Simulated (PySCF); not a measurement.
## SMILES C(O/C=C(\C#C)C)(C)=O, C₇H₈O₂

Cartesian coordinates in Å; atom numbers follow the order of the lines, from 1:
```xyz
17

C    -1.677    2.357   -0.607
C    -1.554    1.208   -0.280
C    -1.446   -0.148    0.108
C    -2.717   -0.941    0.139
C    -0.268   -0.689    0.432
O     0.897    0.041    0.400
C     2.046   -0.567    0.748
C     3.202    0.385    0.616
O     2.119   -1.714    1.098
H    -1.773    3.362   -0.892
H    -3.427   -0.479    0.825
H    -2.525   -1.962    0.458
H    -3.173   -0.955   -0.850
H    -0.157   -1.721    0.736
H     2.891    1.389    0.888
H     4.024    0.051    1.241
H     3.530    0.394   -0.422
```

Computed, not measured: PySCF, GIAO PBE/3-21G magnetisability, rotational g tensor and spin-rotation constants, non-relativistic, gas phase. Geometry: GFN2-xTB.

(1) Give the nuclear spin-rotation constants along the inertial axes (H = +C I·J) beside the isotropic shieldings.

Answers

(1) Rotational constants 3.0199, 0.9265, 0.7153 GHz. A star marks the isotopologue with that one atom substituted, in its own axes.
| atom | isotope | Caa (kHz) | Cbb (kHz) | Ccc (kHz) | mean (kHz) | σ (ppm) |
| --- | --- | --- | --- | --- | --- | --- |
| H10 | 1H | -0.306 | 0.013 | -0.089 | -0.128 | 30.0 |
| H11 | 1H | -0.191 | -0.109 | -0.021 | -0.107 | 31.0 |
| H12 | 1H | -0.266 | -0.004 | -0.092 | -0.121 | 31.5 |
| H13 | 1H | -0.197 | -0.109 | -0.020 | -0.108 | 31.0 |
| H14 | 1H | -0.201 | 0.065 | -0.084 | -0.073 | 25.2 |
| H15 | 1H | -0.299 | -0.029 | -0.056 | -0.128 | 30.7 |
| H16 | 1H | 0.016 | -0.109 | -0.075 | -0.056 | 31.1 |
| H17 | 1H | -0.359 | -0.094 | 0.009 | -0.148 | 30.4 |
| C1 | 13C* | 0.674 | 0.118 | 0.183 | 0.325 | 125.8 |
| C2 | 13C* | 0.764 | 0.038 | 0.207 | 0.336 | 132.4 |
| C3 | 13C* | 0.740 | 0.289 | 0.076 | 0.368 | 114.8 |
| C4 | 13C* | 0.361 | 0.094 | 0.085 | 0.180 | 185.2 |
| C5 | 13C* | 0.815 | 0.372 | 0.109 | 0.432 | 79.5 |
| O6 | 17O* | -0.758 | -0.311 | -0.073 | -0.381 | 113.9 |
| C7 | 13C* | 1.315 | 0.228 | 0.153 | 0.565 | 62.2 |
| C8 | 13C* | 0.321 | 0.096 | 0.097 | 0.171 | 184.0 |
| O9 | 17O* | -1.565 | -0.476 | -0.037 | -0.693 | -47.9 |

For the geometry as given, no vibrational averaging.
